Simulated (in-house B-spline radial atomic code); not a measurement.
Configurations of the cerium ion Ce⁷⁺, with energies counted from [Kr] 4d10 5s2 (5p1/2)2 (5p3/2)1. All numbers are computed (Dirac-Hartree-Fock, average of each configuration as written; Fermi nucleus of rms radius 4.8771 fm) with a B-spline radial code for spherical atoms, not measured. Energies include first-order Breit, QED and recoil terms.

Occupations are held fixed; configurations that lie above the ionisation limit could autoionise.

```tsv
configuration	E - E(ref) (eV)	highest orbital	its <r> (bohr)
[Kr] (4d3/2)4 (4d5/2)5 5s2 (5p1/2)2 (5p3/2)1 9s1	194.95	9s1/2	8.549
[Kr] (4d3/2)4 (4d5/2)5 5s2 (5p3/2)3 (8g9/2)1	208.63	8g9/2	10.36
[Ar] (3d3/2)3 (3d5/2)6 4s2 4p6 4d10 5s2 (5p1/2)2 (5p3/2)1 9s1	994.45	9s1/2	8.524
```

Task: Order these further configurations by energy, lowest first.
A. [Kr] 4d10 5s2 (5p1/2)2 (7g9/2)1
B. [Ar] 3d10 4s2 (4p1/2)1 (4p3/2)4 4d10 5s2 (5p1/2)2 (5p3/2)1 7s1
C. [Kr] 4d10 5s2 (5p3/2)3

Result: C (7.4522 eV), A (87.928 eV), B (304.74 eV).
